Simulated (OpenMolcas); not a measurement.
# Pm2+ in a point-charge field

Pm2+ among 4 point charges of -2 e arranged as a tetrahedron (Td), 2.41 Å from the ion.

```
Program             : OpenMolcas
Method              : CASSCF
Basis               : ANO-RCC-VDZP [7s6p4d2f1g]
Scalar Hamiltonian  : DKH2, point nucleus
Active space        : 5 electrons in 7 orbitals (4f)
State averaging     : 2S+1 = 6 odd, 21 roots; 2S+1 = 4 odd, 128 roots kept (CI in the orbitals of an earlier block, 108 in the spin-orbit step); 2S+1 = 2 odd, 149 roots kept (CI in the orbitals of an earlier block, 39 in the spin-orbit step)
Spin-orbit coupling : RASSI with atomic mean-field integrals over the reference wave functions
```

The lowest spin-free states (labels of Td), above the lowest:

```tsv
State	Degeneracy	E (cm-1)	Free-ion L (%)
6T2	3	0.0	H (100)
6T1	3	142.2	H (100)
6E	2	368.4	H (100)
6T2	3	416.9	H (100)
6T2	3	6076	F (100)
6T1	3	6218	F (100)
6A1	1	6344	F (100)
4A1	1	19668	I (96)
4T1	3	19729	I (97)
4E	2	19762	I (97)
4T1	3	19793	I (51)
4T2	3	19847	I (49)
4T2	3	19987	F (63)
4T1	3	20046	F (67)
4A2	1	20089	I (96)
4A1	1	20135	F (56)
4T2	3	20184	M (75)
4E	2	20212	M (95)
4T2	3	20264	M (75)
4A2	1	20274	M (89)
```

The lowest levels with spin-orbit coupling:

```
E (cm-1)  Degeneracy  Label  2S+1     J   |mJ| (%)               g
     0.0           4     Γ8     6  2.50   1/2 (49)                
   135.6           2     Γ6     6  2.52   3/2 (81)  1.01 1.01 1.01
   878.3           4     Γ8     6  3.49   3/2 (37)                
   882.1           2     Γ6     6  3.45   5/2 (73)  3.00 3.00 3.00
   923.1           2     Γ7     6  3.49   1/2 (58)  1.71 1.71 1.71
    1865           4     Γ8     6  4.48   5/2 (49)                
    1884           4     Γ8     6  4.48   3/2 (49)                
    1921           2     Γ7     6  4.49   1/2 (58)  3.68 3.68 3.68
    2974           2     Γ6     6  5.50   3/2 (45)  4.32 4.32 4.32
    2995           4     Γ8     6  5.48   1/2 (34)                
    3016           2     Γ7     6  5.47   7/2 (72)  4.46 4.46 4.46
    3028           4     Γ8     6  5.46   9/2 (38)                
    4146           2     Γ6     6  6.49   3/2 (40)  5.54 5.54 5.54
    4161           4     Γ8     6  6.48   1/2 (40)                
    4262           2     Γ6     6  6.46  11/2 (44)  4.74 4.74 4.74
    4270           4     Γ8     6  6.47   7/2 (32)                
    4289           2     Γ7     6  6.47   9/2 (69)  6.48 6.48 6.48
    5339           2     Γ7     6  7.47   1/2 (51)  6.63 6.63 6.63
    5359           4     Γ8     6  7.47  15/2 (33)                
    5538           2     Γ6     6  7.46  13/2 (40)  7.50 7.50 7.50
```

Powder χT (cm3 K/mol): 0.0367 at 2 K, 0.047 at 10 K, 0.0984 at 50 K, 0.16 at 100 K, 0.27 at 200 K, 0.388 at 300 K. The effective moment at 300 K is 2.828 √(χT) = 1.76 μB.

Hund's rules give f5 the level 6H5/2 with g = 0.286, so an isolated free-ion multiplet has χT = g² J(J+1) / 8 = 0.089 cm3 K/mol. The computed 0.388 at 300 K differs by +335 %, through the field's splitting, the mixing of terms and any other multiplet in reach.

Stevens parameters of the J = 5/2 multiplet, which is 136 cm-1 wide (cm-1, z along the main axis): B40 = -3.718e-01, B44 = -1.918e+00.

High states are left out of the spin-orbit mixing, which shifts the levels that they would mix with. Point charges carry no covalency, so the field is a model and not that of real ligands. The first state left out of the spin-orbit step lies near 34000 cm-1 above the lowest spin-free state of the reference (among the parities and spins computed), and the lists stop at four fifths of that energy or lower. No measured value stands beside these numbers.

The RASSCF and RASSI steps took 84 s on 1 thread of Arm Neoverse V1 (shared host); the integral step is not counted.
